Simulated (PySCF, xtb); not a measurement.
BH₄O₃, SMILES OB(O)[OH2+], charge +1. The values are those of a single conformer.

Harmonic wavenumbers (cm⁻¹) from GFN2-xTB (xtb) at its own minimum, in rising order: 189, 338, 398, 442, 513, 557, 599, 637, 732, 771, 893, 1112, 1374, 1590, 3365, 3401, 3580, 3605.

Task: What does PBE0-D3(BJ)/def2-SVP (PySCF) give at its own minimum? (Estimate from the structure and the level; the computed values follow.)

Result: 138, 359, 374, 387, 438, 542, 618, 712, 769, 877, 956, 1253, 1594, 1726, 3709, 3824, 3878, 3937. Paired by order, the mean absolute difference is 135 cm⁻¹ and the zero-point energies are 34.4 and 37.3 kcal/mol.
